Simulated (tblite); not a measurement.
F2H3SSi2 (doublet state).
SMILES with atom numbers: `[F:1][SiH:2][S:3][SiH2:4][F:5]` (hydrogens: H6 on Si2; H7, H8 on Si4)

A start from a force field or distance geometry was refined with tblite, GFN2-xTB geometry optimisation, gas phase. Values at the start:

```csv
coordinate,start
F1–Si2,1.690 Å
Si2–S3,2.167 Å
Si2–H6,1.485 Å
S3–Si4,2.156 Å
Si4–F5,1.698 Å
Si4–H7,1.463 Å
F1–Si2–S3,105.3°
Si2–S3–Si4,104.3°
S3–Si4–F5,107.2°
```

Q: How do these coordinates change at the GFN2-xTB level?

A: 
```
coordinate  GFN2-xTB (Å or °)  change
    Si4–F5              1.607  -0.091
    F1–Si2              1.624  -0.066
    Si2–H6              1.446  -0.039
    Si4–H7              1.446  -0.017
    S3–Si4              2.141  -0.015
    Si2–S3              2.157  -0.010
Si2–S3–Si4              101.9    -2.4
 F1–Si2–S3              106.1    +0.8
 S3–Si4–F5              107.5    +0.3
```

The energy falls by 0.360 eV over 104 L-BFGS steps, the largest force on an atom goes from 2.18 to 0.008 eV/Å, and the atoms move by 0.845 Å rms after alignment. The bond that changes most is Si4–F5 (ends: silicon bonded to F, S and 2 H; fluorine bonded to Si), which shortens by 0.091 Å. Bonds longer at the end by more than 0.005 Å: 0 of 7; shorter: 7. Among the dihedrals that turn most is H6–Si2–S3–Si4, from -71° to -163°. Rotational constants go from 4155, 1372, 1158 to 3699, 1585, 1340 MHz.

Time: 0.56 s of wall time. Hardware: Arm Neoverse V1, one thread, shared host with 32 logical CPUs at a one-minute load of 21.

Its GFN2-xTB frequencies are all real (lowest 32 cm⁻¹). 3 starts were optimised and ended at 0.00, 0.01 and 0.17 kcal/mol (GFN2-xTB); the lowest of these is shown.

One conformer stands for the species.

All values are computed, not measured.
